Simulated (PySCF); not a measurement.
**Correlation energy of Ne (neon, neutral)**

[Ne], closed-shell 1S. All numbers are calculated (PySCF 2.14, scalar relativity by spin-free X2C-1e, in x2c-SVPall (3s2p1d, 14 functions)). Frozen: 1s2; 8 electrons correlated.

MP2 pair energies summed by pair of shells (mhartree):

```tsv
pair	energy	share (%)
2p-2p	-140.35	76.3
2s-2p	-36.40	19.8
2s-2s	-7.08	3.8
```

Total MP2 correlation energy: -183.83 mhartree.

Same-spin part -50.77 and opposite-spin part -133.06 mhartree; SCS-MP2 scales them by 1/3 and 6/5 to -176.60 mhartree.

```csv
level,correlation energy (mhartree)
CCSD,-187.54
(T),-1.03
CCSD(T),-188.57
```

Diagnostics: T1 = 0.0030, D1 = 0.0043, largest double amplitude 0.042.

Question: Is a single reference adequate?

Answer: Yes: T1 lies below 0.03 and no double amplitude reaches 0.07.
